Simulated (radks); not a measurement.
Results of a calculation; reference values are marked as such.
Initial-state core-level shifts of the bromine ion Br+ when its valence configuration changes from [Ar] 3d10 4s2 4p4. Level of theory: scalar-relativistic Kohn-Sham, SCAN, spin-polarised, spherical densities, finite nucleus; open shells are filled with parallel spins first; meta-GGA in the generalised Kohn-Sham scheme; Fermi nuclear charge, rms radius 4.1629 fm (a radial shooting solver on a logarithmic mesh with Libxc functionals). Shifts are changes of the shell-averaged eigenvalues in eV (positive: less bound); the change of the density at the nucleus, which sets a Mossbauer isomer shift, is in e/bohr^3, on a base of 4.495e+04.

| valence | 1s | 2s | 3s | 3p | density at nucleus |
|---|---|---|---|---|---|
| 3d10 4s1.5 4p4.5 | -0.872 | -0.854 | -0.858 | -0.852 | -17.783 |
| 3d8 4s2 4p6 | -32.608 | -35.835 | -26.706 | -26.255 | +39.197 |
| 3d8.5 4s2 4p5.5 | -24.206 | -26.593 | -19.994 | -19.649 | +28.888 |
| 3d9 4s2 4p5 | -15.971 | -17.539 | -13.304 | -13.070 | +18.895 |
| 3d9 4s1 4p6 | -17.601 | -19.146 | -14.900 | -14.653 | -20.048 |
| 3d10 4s1 4p5 | -1.740 | -1.702 | -1.714 | -1.702 | -35.591 |
| 3d9.5 4s1.5 4p5 | -8.743 | -9.498 | -7.464 | -7.339 | -9.453 |
| 3d10 4p6 | -3.503 | -3.413 | -3.429 | -3.406 | -73.030 |
| 3d8.5 4s1.5 4p6 | -24.992 | -27.372 | -20.763 | -20.411 | +8.419 |
